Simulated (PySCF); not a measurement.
Cu(OH2)2 (CuH4O2), SMILES [OH2]->[Cu+]<-[OH2], charge +1, multiplicity 1. Atoms are numbered in the order given.

```xyz
7

Cu     0.0000     0.0000     0.0040
O     -1.8794    -0.0331    -0.0316
H     -2.4172    -0.4405     0.6599
H     -2.4097     0.6483    -0.4653
O      1.8794     0.0331    -0.0316
H      2.4172     0.4405     0.6599
H      2.4097    -0.6483    -0.4653
```
Charge +1, spin multiplicity 1.

Coordinates come from a r2SCAN-D4/def2-TZVP optimisation. The spin state was assumed, not searched.

Two levels are set side by side: PBE/pcSseg-1 (PySCF) and PBE0/pcSseg-1 (PySCF). GIAO shifts against H2O (¹⁷O), TMS (¹H) at the same level; non-relativistic, no solvent, atoms listed together averaged. Differences are taken from unrounded values.

| quantity | PBE0 |
|---|---|
| δ(¹⁷O) of O2, O5 (ppm) | -30.7 |
| δ(¹H) of H3, H4, H6, H7 (ppm) | 3.29 |

Task: What does PBE give, and how far is it from PBE0? (The exact figures need the calculation; the answer reports its results.)

Result: 
```csv
quantity,PBE,PBE minus PBE0
"δ(¹⁷O) of O2, O5 (ppm)",-27.3,3.4
"δ(¹H) of H3, H4, H6, H7 (ppm)",2.96,-0.33
```

Rough cost on one machine, each run with all the roots and properties that it gave: PBE0 against PBE within a factor of 2.
